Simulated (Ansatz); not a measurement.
`[NH2][Ga]([F])[O][SiH3]` and `[NH2][Ga]([F])[F]` differ in one atom or group.

Ansatz, PBE0-D4/def2-TZVP geometries, multiplicity 1. Each molecule was computed in one conformer, which needn't be the lowest.

Scalar relativity is left out up to krypton.

| property | `[NH2][Ga]([F])[O][SiH3]` |
| --- | --- |
| size of the dipole moment (ωB97M-V/def2-TZVPP) / D | 2.63 |
| LUMO energy (PBE/def2-TZVPP) / eV | -1.94 |
| LUMO energy (PBE0/def2-TZVPP) / eV | -0.99 |
| size of the dipole moment (PBE/def2-TZVPP) / D | 2.67 |
| HOMO–LUMO gap (PBE/def2-TZVPP) / eV | 4.68 |
| HOMO energy (ωB97M-V/def2-TZVPP) / eV | -10.46 |

Give the same properties after the change, and the shifts. (Estimate.)

Ansatz gave: 
```tsv
property	`[NH2][Ga]([F])[F]`	shift
size of the dipole moment (ωB97M-V/def2-TZVPP) / D	3.24	0.61
LUMO energy (PBE/def2-TZVPP) / eV	-2.12	-0.18
LUMO energy (PBE0/def2-TZVPP) / eV	-1.15	-0.16
size of the dipole moment (PBE/def2-TZVPP) / D	3.23	0.56
HOMO–LUMO gap (PBE/def2-TZVPP) / eV	4.74	0.06
HOMO energy (ωB97M-V/def2-TZVPP) / eV	-10.74	-0.28
```

With PBE0 the HOMO falls by 0.26 eV and the LUMO falls by 0.16 eV, so the gap widens by about 0.10 eV. PBE moves the HOMO by -0.24 eV and ωB97M-V by -0.28 eV. The zero-point energy changes by -71.9 kJ/mol with -12 modes. Dipoles are sizes alone; their direction can turn.
